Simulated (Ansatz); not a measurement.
# One step, two centres

Four-centre ligand exchange, with the central atom changed down its group and all else kept; in the first member these bonds form or tighten: F–Si, H–N; these break or loosen: F–H, N–Si.

Gas-phase electronic energies, without zero-point energy, by CCSD(T) at an estimated basis limit (MP2 extrapolated from triple and quadruple zeta, plus CCSD(T) − MP2 in triple zeta); Ansatz 0.2.0, def2-TZVPP and QZVPP, frozen cores, core potentials past krypton, on PBE0-D4/def2-TZVP structures. Extrapolation: Hartree–Fock as exp(−7.88 √X), correlation as X^−2.97. All energies, in kJ/mol, count from the separated reactants, without counterpoise correction; the start and end structures are the complexes reached by relaxing down from the saddle, and deeper ones may exist. Brackets give SMILES, or, where every atom is bracketed, only which atoms are joined. Steps whose reference was doubtful or whose search ended elsewhere are left out.

| reactants | products | start structure | saddle | end structure | saddle by PBE0-D4/TZ |
| --- | --- | --- | --- | --- | --- |
| SiNH₅ ([NH2][SiH3]) + HF | SiH₃F ([F][SiH3]) + NH₃ | -41.0 | 34.5 | -97.7 | 17.6 |
| SnNH₅ ([NH2][SnH3]) + HF | SnH₃F ([F][SnH3]) + NH₃ | -53.1 | ? | -90.8 | -31.8 |

Question: What is the height of the saddle for SnNH₅ ([NH2][SnH3]) + HF? (Judge from chemistry; the value comes from the calculation.)

Answer: Computed: -19.6 kJ/mol relative to the separated reactants, the lower of the two; above its start structure the barrier is -19.6 − (-53.1) ≈ 33.5 kJ/mol.

Question: For which rows does the start complex face a lower barrier to react than to fall apart again?

Answer: Where the saddle lies below the separated reactants: SnNH₅ ([NH2][SnH3]) + HF. In the others it is easier, by energy, to separate; entropy favours separation further in all rows.

The saddle falls down the group: the larger centre, with longer and weaker bonds, takes on an extra partner at less cost.

Question: How do the PBE0-D4 saddles lie against the coupled-cluster estimate?

Answer: Both lower, by 12.1 to 16.9 kJ/mol.

Steps of this kind, hydrogen fluoride cutting a network bond, underlie vapour etching and the fluorination step of atomic layer etching.

The T1 diagnostic stays at or below 0.013. The filled d shells of Sn are correlated in sets not built for that, so values that involve them are less sure.

For scale, one of the runs: CCSD(T)/def2-TZVPP, 196 basis functions, launched by `ansatz run in.yaml --threads 4 --pin off --events-out ev --progress --plain --max-ram 9574MiB`. Hardware: 4 CPU threads of an Intel Xeon, shared host. Wall time 85 s; peak host memory 2.7 GiB.
